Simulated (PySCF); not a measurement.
**Static response to an electric field**

Species: C₄H₆O₂S.
Structure used (GFN2-xTB), in Å, numbered top down from 1:
```
atom  x, y, z in Å
O1     2.0144   -0.7413    0.5849
C2     1.2047   -0.0925   -0.3568
C3    -0.1299    0.3670    0.2377
C4    -1.1822   -0.7229    0.5048
O5    -2.0401   -0.1398   -0.4930
C6    -1.1549    0.8415   -0.7637
S7    -1.2444    2.0381   -1.8284
H8     2.2978   -0.1118    1.2577
H9     1.0247   -0.8243   -1.1481
H10    1.7089    0.7776   -0.7981
H11    0.0398    1.0567    1.0673
H12   -0.8859   -1.7360    0.2323
H13   -1.6572   -0.7117    1.4857
```

Level: B3LYP/def2-SVPD (PySCF), static field, nuclei fixed, core orbitals frozen in the response. The polarisability tensor in these axes (au):

```
x    74.87  -3.08   6.59
y    -3.08  82.15 -19.36
z     6.59 -19.36  77.36
```

Give the principal values, the mean and the anisotropy Δα = √{½[(α1 − α2)² + (α2 − α3)² + (α1 − α3)²]}.

Principal values 59.66, 73.74 and 100.97 au; mean 78.12 au = 11.58 Å³ = 12.88 × 10⁻⁴⁰ C²·m²/J; Δα = 36.38 au (47 % of the mean).

What is the dipole moment, and where does it point?

(1.51, -0.79, 3.03) D, 3.47 D in size, pointing from the negative to the positive side. Measured along this direction, the outermost atoms are S7 at the negative end and H8 at the positive end.

What molar refraction does this α imply?

Lorentz–Lorenz: R = (4π/3)N_A α = 2.5225 cm³/(mol·Å³) × 11.58 Å³ = 29.2 cm³/mol, in the limit of long wavelengths.

What would n − 1 = 2πNα be for an ideal gas of these molecules at 500 K and 1 atm, electronic part alone?

N = p/kT = 1.4678 × 10¹⁹ cm⁻³, so n − 1 = 2π × N × 11.58 × 10⁻²⁴ cm³ = 1068 × 10⁻⁶ at long wavelengths.

Rayleigh depolarisation ratio (linearly polarised light, static tensor)?

ρ = 3Δα²/(45ᾱ² + 4Δα²) = 3970.7/(274648 + 5294.2) = 0.0142.

Form Σ f/ω² (atomic units) for the 8 lowest TDDFT singlets, given as eV and f, and set it beside the mean polarisability, which is this sum over all singlets: 3.38, 0.0001; 5.43, 0.1528; 5.77, 0.0118; 5.81, 0.0505; 6.27, 0.0852; 6.65, 0.0091; 6.67, 0.0073; 6.68, 0.0034.

They add up to 7.15 au, 9.2 % of the 78.12 au; the largest single term is 3.84 au, from the state at 5.43 eV. Terms in order: 0.00, 3.84, 0.26, 1.11, 1.60, 0.15, 0.12, 0.06 au. Higher excitations give the rest. The strengths listed sum to 0.320.

Along which axes do the principal values lie, and how far do the nuclei extend along each?

Largest value along (-0.25, 0.71, -0.65), where the nuclei span 4.44 Å; middle along (0.95, 0.32, -0.01), 4.10 Å; least along (-0.20, 0.62, 0.76), 3.04 Å. The response follows the extents in order.

One conformer (not necessarily the lowest) at the GFN2-xTB geometry, without solvent, vibrations or thermal averaging.

These values come from a run that also computed excited states. Time: 29 s wall; peak memory 0.80 GiB. Hardware: one thread, Intel Xeon Platinum 8375C at 2.90 GHz (x86_64), shared host.
